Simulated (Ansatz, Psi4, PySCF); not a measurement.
CH3Li (SMILES [Li][CH3]), singlet, at a GFN2-xTB geometry (such geometries of metal compounds can be far from the true shape). Base run: WB97X-V/cc-pVDZ in PySCF.

Input for PySCF:
```python
from pyscf import gto, scf, dft

mol = gto.Mole()
mol.atom = '''
    Li   -1.060160   -0.632233   -0.930435
    C     0.253885    0.151406    0.222818
    H     0.808482   -0.584316    0.813889
    H    -0.168542    0.848263    0.953692
    H     1.017232    0.724319   -0.313187
'''
mol.basis = 'cc-pvdz'
mol.charge = 0
mol.spin = 0
mol.verbose = 4
mol.build()

mf = dft.RKS(mol)
mf.xc = 'wb97x_v'
mf.kernel()
```

The same geometry, method and basis name were run in Ansatz (a program for electronic structure) and Psi4 and PySCF, at each program's defaults and at the settings that a row names. The base is PySCF at its defaults. Differences at the defaults can come from grids, fitting, cores and function types together.

| code and settings | ΔE vs base (µEh) | basis functions | E (Eh) | SCF cycles | dipole (D) |
|---|---|---|---|---|---|
| PySCF, defaults (exact integrals, its default grid, spherical functions) | 0.0 | 43 | -47.37185 | 9 | 5.41 |
| Psi4, defaults (density fitting with its default set, its default grid, spherical functions) | 44.3 | 43 | -47.37180 | 8 | 5.41 |
| Ansatz, defaults (factorised integrals, its default grid, spherical functions) | 36.4 | 43 | -47.37181 | - | - |
| PySCF, density fitting with def2-universal-jkfit | -35.6 | 43 | -47.37188 | 9 | 5.41 |
| PySCF, fine grid | -0.6 | 43 | -47.37185 | 9 | 5.41 |
| Psi4, exact integrals, spherical functions, fine grid | 34.2 | 43 | -47.37181 | 11 | 5.41 |
| Ansatz, high accuracy | 34.4 | 43 | -47.37181 | - | - |
